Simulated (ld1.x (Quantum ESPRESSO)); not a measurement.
An all-electron radial function and its pseudo partner (potassium)

Columns: radius, all-electron u(r) and pseudo u(r) of the 3s shell (level -35.04 eV) of potassium in the configuration [Ne] 3s2 3p6 4s1 4p0; PBE, non-relativistic, TM semilocal scheme, ld1.x (Quantum ESPRESSO) 7.5.

| r (bohr) | all-electron | pseudo |
| --- | --- | --- |
| 0.082 | 0.1438 | 0.0669 |
| 0.165 | -0.2939 | 0.1360 |
| 0.248 | -0.4922 | 0.2077 |
| 0.330 | -0.4331 | 0.2823 |
| 0.413 | -0.2244 | 0.3627 |
| 0.495 | 0.0361 | 0.4475 |
| 0.578 | 0.2961 | 0.5382 |
| 0.660 | 0.5192 | 0.6307 |
| 0.742 | 0.6972 | 0.7222 |
| 0.825 | 0.8296 | 0.8083 |
| 0.908 | 0.9168 | 0.8808 |
| 0.990 | 0.9646 | 0.9325 |
| 1.072 | 0.9812 | 0.9602 |
| 1.155 | 0.9730 | 0.9628 |
| 1.238 | 0.9459 | 0.9425 |
| 1.320 | 0.9062 | 0.9055 |
| 1.402 | 0.8577 | 0.8576 |
| 1.485 | 0.8031 | 0.8031 |
| 1.568 | 0.7459 | 0.7459 |
| 1.650 | 0.6887 | 0.6887 |
| 1.733 | 0.6316 | 0.6316 |
| 1.815 | 0.5771 | 0.5771 |
| 1.898 | 0.5246 | 0.5246 |
| 1.980 | 0.4757 | 0.4757 |
| 2.062 | 0.4301 | 0.4301 |
| 2.145 | 0.3873 | 0.3873 |

Question: How many radial nodes do the two functions have?

Answer: The all-electron 3s function has n − l − 1 = 2; the pseudo-wave has 0, since the states of the same l below it are removed with the core.

Question: At about which radius was the pseudo-wave matched?

Answer: 1.50 bohr. The columns agree to 0.0005 from 1.40 bohr on; several derivatives are matched, so the curves merge somewhat inside the radius.

Question: Where does each function peak?

Answer: Outermost all-electron maximum near 1.07 bohr, pseudo maximum near 1.16 bohr (to the table’s step).

Question: Is the pseudo-wave norm-conserving?

Answer: Yes: the TM semilocal scheme keeps the norm inside the radius equal to the all-electron one, which fixes the energy derivative of the logarithmic derivative at the level.
